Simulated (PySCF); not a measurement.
# Working out the excitation energy of Cl

Cl [Ne] 3s2 3p5 (2P) → Cl [Ne] 3s1 3p6 (2S). All numbers are calculated (PySCF 2.14, the spin-free X2C one-electron Hamiltonian (Gaussian nucleus), in x2c-TZVPPall with one added diffuse shell each of s, p, d type (6s6p4d1f, 51 functions)). Frozen: [Ne]. Energies in hartree (1 hartree = 27.21139 eV):

```csv
part,Cl (lower),Cl (upper)
UHF,-460.888270,-460.315782
CCSD correlation,-0.182968,-0.328338
(T),-0.006014,-0.041584
```

Task: What does Hartree-Fock give?

Result: (-460.315782) − (-460.888270) = 0.572488 hartree = 15.578 eV.

Task: What do CCSD and CCSD(T) give?

Result: The CCSD correlation energies differ by -0.145370 hartree = -3.956 eV and the triples by -0.035570 hartree = -0.968 eV, so CCSD gives 11.622 eV and CCSD(T) 10.654 eV.

Measured between the centres of the two terms (NIST): 10.586 eV, so CCSD(T) (valence) is off by 0.068 eV.

The coupled-cluster amplitudes are large, so a single reference is strained.

What remains against the reference includes basis incompleteness, the frozen core and higher excitations.
